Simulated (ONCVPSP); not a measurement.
# titanium (Ti): one change to an ONCV potential, before and after

ONCVPSP 4.0.1 input, shortened (lines: element, Z, core and valence counts, functional; n l f; lmax; l rc ep ncon nbas qcut; lloc lpopt rc5 dvloc0; l nproj debl; icmod fcfact rcfact), PBE, scalar-relativistic:

```
  Ti 22.00    3    4        4      upf
    1    0    2.00
    2    0    2.00
    2    1    6.00
    3    0    2.00
    3    1    6.00
    3    2    2.00
    4    0    2.00
    2
    0    1.95    0.00    4    7    6.00
    1    1.15    0.00    4    9    8.00
    2    2.50    0.00    4    8    6.30
    4    5    0.85    4.00
    0    2    3.30
    1    1    3.90
    2    1    2.20
    0    0.00    0.00
```

All-electron outer shells of the reference configuration (PBE, scalar-relativistic, ld1.x):

```
shell  level (eV)  outermost node (bohr)  outermost maximum (bohr)
   2p     -444.26                      –                      0.22
   3s      -62.63                   0.40                      0.87
   3p      -38.86                   0.37                      0.90
   4s       -4.47                   1.24                      2.92
   3d       -4.26                      –                      0.98
```

Change: all radii scaled by about 1.18 (s 2.30, p 1.36, d 2.94 bohr); local potential polynomial inside 1.00 bohr (lpopt 5, dvloc0 4 Ha).

Cutoffs: the cutoffs (Ha) at which the residual kinetic energy of the hardest occupied pseudo-wave falls to 1 and 0.1 mHa per electron; they do not see the model core or the augmentation charge, which bear on the density cutoff. Errors are all-electron minus pseudo energies relative to the spin-unpolarised reference configuration.

Question: How do hardness, ghosts and transferability respond?

Answer: The potential gets neither clearly harder nor softer (19 Ha and 35 Ha → 20 Ha and 24 Ha); the p channel sets the loose cutoff, while the largest relative change is in d, which becomes softer; of the 4 tests that both files solve, the error grows in 4 and shrinks in 0 by more than 15 % and 0.3 meV (median size 118.4 → 189.3 meV); neither file shows a bound ghost. More of the atom is replaced by a form fitted at one configuration, so other configurations suffer.

```csv
quantity,base,changed
"cutoff, loose",19 Ha,20 Ha
"cutoff, tight",35 Ha,24 Ha
loose cutoff by channel,"s 7.6 Ha, p 19 Ha, d 15 Ha","s 8.7 Ha, p 20 Ha, d 13 Ha"
bound ghosts,none,none
GHOST(+) flags under 300 eV,none,none
"error for 3s2 3p6 3d2 4s1, meV [ΔE 7.35 eV]",-0.8,-2.5
"error for 3s2 3p6 3d2 4s0, meV [ΔE 20.92 eV]",-14,-36
"error for 3s2 3p6 3d1 4s0, meV [ΔE 47.87 eV]",+222,+354
"error for 3s2 3p6 3d1 4s2, meV [ΔE 9.74 eV]",+231,+343
```
